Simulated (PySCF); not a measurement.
This PySCF input asks for the NMR shieldings of SMILES C(=C(/C#CC)C)(/F)[SiH2]S, C6H9FSSi; the geometry comes from GFN2-xTB.

```python
import basis_set_exchange as bse
import numpy as np
from pyscf import gto, dft
from pyscf.prop import nmr

atoms = """
C    -3.882161   -0.180701   -0.726994
C    -2.462443   -0.044362   -0.510060
C    -1.278798    0.078928   -0.328632
C     0.114323    0.196927   -0.125265
C     0.630034    1.570154    0.169958
C     0.919393   -0.874236   -0.201844
F     0.345901   -2.088206   -0.466777
Si    2.786040   -1.014931    0.026660
S     3.810763    0.258752   -1.383774
H    -4.359732   -0.556157    0.178187
H    -4.066781   -0.884412   -1.538441
H    -4.319125    0.784073   -0.984245
H     0.168411    1.949268    1.081148
H     1.709610    1.568273    0.292206
H     0.364469    2.246846   -0.641714
H     3.238727   -0.509036    1.314510
H     3.155666   -2.397252   -0.242055
H     3.116944   -0.097608   -2.454044
"""
names = dict.fromkeys(["C", "F", "Si", "S", "H"], "pcSseg-1")
basis = {el: gto.basis.parse(bse.get_basis(n, elements=[el], fmt="nwchem")) for el, n in names.items()}
mol = gto.M(atom=atoms, basis=basis, charge=0, verbose=0)
mf = dft.RKS(mol, xc="PBE0")
mf.grids.level = 2
mf.grids.alignment = dft.numint.BLKSIZE   # the property module wants whole blocks of grid points
mf.conv_tol = 1e-9
mf.kernel()

calc = nmr.RKS(mf)   # GIAO
C = mf.mo_coeff
Co = C[:, mf.mo_occ > 0]
resp = mf.gen_response(singlet=True, hermi=2)
def vind(x):   # induced exchange potential for any number of trial vectors
    d = np.einsum("pi,xij,qj->xpq", C, 2 * x.reshape(-1, C.shape[1], Co.shape[1]), Co, optimize=True)
    return np.einsum("xpq,pi,qj->xij", resp(d - d.transpose(0, 2, 1)), C, Co, optimize=True).ravel()
mo1, _ = nmr.rhf.solve_mo1(calc, with_cphf=vind)
sigma = calc.kernel(mo1)
for i, s in enumerate(sigma):   # ppm
    print("%2d %-2s %9.2f" % (i, mol.atom_pure_symbol(i), np.trace(s) / 3))
```

**Question.** Give the expected output.

**Answer.** 
```
 0 C     180.78
 1 C      77.56
 2 C     106.05
 3 C      60.55
 4 C     165.98
 5 C      11.38
 6 F     268.29
 7 Si    391.54
 8 S     747.21
 9 H      29.43
10 H      29.43
11 H      29.50
12 H      29.90
13 H      29.52
14 H      29.79
15 H      26.64
16 H      26.50
17 H      31.51
```

These numbers come from an equivalent density-fitted implementation of the same equations, which agrees with the script to about 0.01 ppm for H and up to a few tenths of a ppm for heavy atoms, so last digits may differ.

**Question.** Turn these shieldings into chemical shifts. Referencing at the same level of theory: TMS for $^{13}$C (σ = 186.93 ppm), $^{29}$Si (σ = 349.16 ppm), $^{1}$H (σ = 31.72 ppm); $^{19}$F (σ = 170.95 ppm) vs CFCl3; $^{33}$S (σ = 503.73 ppm) against CS2.

**Answer.** Averaging equivalent atoms: C 5: 175.5; C 3: 126.4; C 1: 109.4; C 2: 80.9; C 4: 20.9; C 0: 6.1; F 6: -97.3; Si 7: -42.4; S 8: -243; H 15/16: 5.14; H 9/10/11: 2.26; H 12/13/14: 1.98; H 17: 0.21 ppm. Unscaled 19F shifts against computed CFCl3 carry errors that often reach 10 to 50 ppm.

Size and cost of the density-fitted run: 212 basis functions, 92 s wall time on 1 thread of an Arm Neoverse N1, shared host; peak memory 0.94 GiB.
